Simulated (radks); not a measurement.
Values are calculated unless marked as measured or tabulated.
Question: The mean radii <r> (bohr) of the occupied orbitals of an atom or ion are listed with their occupations. Code: a radial shooting solver on a logarithmic mesh with Libxc functionals. Model: Dirac Kohn-Sham, PBE, spin-unpolarised, spherical densities, point nucleus.

| orbital | occ. | <r> |
|---|---|---|
| 1s1/2 | 2 | 0.01773 |
| 2s1/2 | 2 | 0.07424 |
| 2p1/2 | 2 | 0.06130 |
| 2p3/2 | 4 | 0.06950 |
| 3s1/2 | 2 | 0.1933 |
| 3p1/2 | 2 | 0.1835 |
| 3p3/2 | 4 | 0.1986 |
| 3d3/2 | 4 | 0.1734 |
| 3d5/2 | 6 | 0.1781 |
| 4s1/2 | 2 | 0.4317 |
| 4p1/2 | 2 | 0.4357 |
| 4p3/2 | 4 | 0.4692 |
| 4d3/2 | 4 | 0.4824 |
| 4d5/2 | 6 | 0.4937 |
| 5s1/2 | 2 | 1.001 |
| 5p1/2 | 2 | 1.087 |
| 4f5/2 | 6 | 0.5512 |
| 4f7/2 | 8 | 0.5592 |
| 5p3/2 | 4 | 1.178 |
| 5d3/2 | 4 | 1.520 |

Name the element and its charge. Open shells, if any, fill j = l - 1/2 first.

Answer: Z = 76, osmium, charge +4: Os4+ in [Xe] 4f14 5d4. The 1s radius gives Z: for a bare nucleus <r> = (2 gamma + 1)/(2Z) with gamma = sqrt(1 - (Z/c)^2), 0.01753 bohr for Z = 76, and screening makes it slightly larger (0.01773 here). The occupations add up to 72, and the charge is Z minus that.
